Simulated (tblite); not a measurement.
C5H9F3SeSi.
Atom-mapped SMILES: `[CH3:1][CH2:2][Se:3][CH2:4]/[C:5]([F:6])=[C:7](\[F:8])[SiH2:9][F:10]` (hydrogens: H11, H12, H13 on C1; H14, H15 on C2; H16, H17 on C4; H18, H19 on Si9)

Computed with GFN2-xTB (tblite), gas phase: L-BFGS steps from a force-field or distance-geometry start until the largest atomic force falls under 0.01 eV/Å.

Geometry at step 15:
```
atom  x, y, z in Å
C1     -3.7700   -0.3406    0.4448
C2     -2.3704    0.2098    0.6543
Se3    -1.0123   -1.1911    0.2678
C4      0.0662   -0.2785   -1.1531
C5      1.2267    0.3787   -0.5248
F6      0.8764    1.3779    0.3165
C7      2.5258    0.1031   -0.6107
F8      2.8901   -0.8879   -1.4568
Si9     3.8934    0.9417    0.3814
F10     3.9906    0.2107    1.8076
H11    -4.5200    0.4098    0.6959
H12    -3.9167   -1.2121    1.0818
H13    -3.9205   -0.6537   -0.5869
H14    -2.2247    0.4975    1.6962
H15    -2.1635    1.0655    0.0097
H16    -0.6084    0.4454   -1.6127
H17     0.3735   -1.0282   -1.8800
H18     3.4677    2.2917    0.6860
H19     5.1862    0.6998   -0.2245
```

**Question.** What forces act on the atoms?

**Answer.** 
| atom | Fx (eV/Å) | Fy (eV/Å) | Fz (eV/Å) |
| --- | --- | --- | --- |
| C1 | 0.001 | -0.031 | -0.001 |
| C2 | -0.050 | -0.022 | 0.025 |
| Se3 | 0.017 | -0.088 | -0.094 |
| C4 | -0.039 | 0.013 | -0.025 |
| C5 | -0.150 | 0.048 | 0.023 |
| F6 | -0.039 | 0.139 | 0.047 |
| C7 | -0.046 | -0.120 | -0.005 |
| F8 | 0.051 | -0.100 | -0.114 |
| Si9 | 0.100 | 0.103 | 0.121 |
| F10 | -0.029 | -0.070 | 0.071 |
| H11 | 0.073 | -0.030 | -0.001 |
| H12 | -0.068 | 0.035 | 0.008 |
| H13 | 0.029 | 0.054 | 0.001 |
| H14 | 0.018 | 0.061 | -0.030 |
| H15 | 0.028 | -0.074 | 0.030 |
| H16 | 0.023 | 0.005 | -0.005 |
| H17 | 0.028 | -0.020 | 0.062 |
| H18 | 0.054 | 0.085 | -0.020 |
| H19 | -0.001 | 0.015 | -0.094 |

The largest, 0.19 eV/Å, acts on Si9; the rms over all components is 0.061 eV/Å. The forces sum to zero within rounding, as they must for an isolated molecule in no field.

**Question.** Give the force on Si9 in Eh/bohr and in nN.

**Answer.** 0.188 eV/Å ÷ 51.422 = 0.00365 Eh/bohr, and 0.188 eV/Å × 1.602 = 0.30 nN.

**Question.** How far is this geometry from the end of the optimisation?

**Answer.** 0.065 eV above it, and 0.408 Å rms away after alignment. The bonds farthest from their final lengths, with half the difference of the two atoms' forces along the bond (positive lengthens):

| bond | now (Å) | final (Å) | force along bond (eV/Å) |
| --- | --- | --- | --- |
| C7–Si9 | 1.886 | 1.894 | +0.14 |
| C7–F8 | 1.353 | 1.356 | +0.04 |
| Si9–H19 | 1.448 | 1.451 | +0.01 |
| Se3–C4 | 2.004 | 2.001 | -0.02 |
| C5=C7 | 1.331 | 1.334 | +0.07 |
| C5–F6 | 1.352 | 1.355 | +0.03 |

The angle farthest from its final value is Se3–C4–H17, 108.2° against 104.9°.

What follows is the cost of the whole relaxation. Hardware: one thread, Arm Neoverse N1 (aarch64) (shared host). Cost: 2.0 s wall.
